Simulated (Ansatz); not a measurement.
Reaction (ligand exchange at the Si–C bond): `O/C(Cl)=C/[SiH3]` + `NCS` → `NCS[SiH3]` + `C=C(O)Cl`

Calculated with Ansatz (gas phase, PBE0-D4/def2-TZVP geometries, no zero-point term in ΔE). CCSD(T)/CBS adds triple-zeta CCSD(T) − MP2 to the extrapolated MP2 energy (def2 sets, frozen cores). Functionals use def2-TZVPP. B3LYP here is the variant with VWN-RPA as its local correlation; programs differ in this. One conformer a species, not always the lowest.

```
             level  ΔE (kJ/mol)
           PBE0-D4        -42.7
            B2PLYP        -41.2
            r2SCAN        -41.5
             B3LYP        -41.1
SCS-MP2/def2-TZVPP        -40.5
    MP2/def2-QZVPP        -41.6
      HF/CBS(def2)        -45.3
     MP2/CBS(def2)        -42.4
```

What does CCSD(T)/CBS give? (An estimate is asked.)

Ansatz gave: -41.1 kJ/mol. The listed levels differ from it by -1.6, -0.1, -0.4, 0.0, 0.6, -0.5, -4.2, -1.3 kJ/mol.

Largest T1 diagnostic among the species: 0.012.

In def2-TZVPP, CCSD(T) changes the Hartree–Fock value by +6.4 kJ/mol (the triples alone add +0.8 kJ/mol) and MP2 by +5.1 kJ/mol.
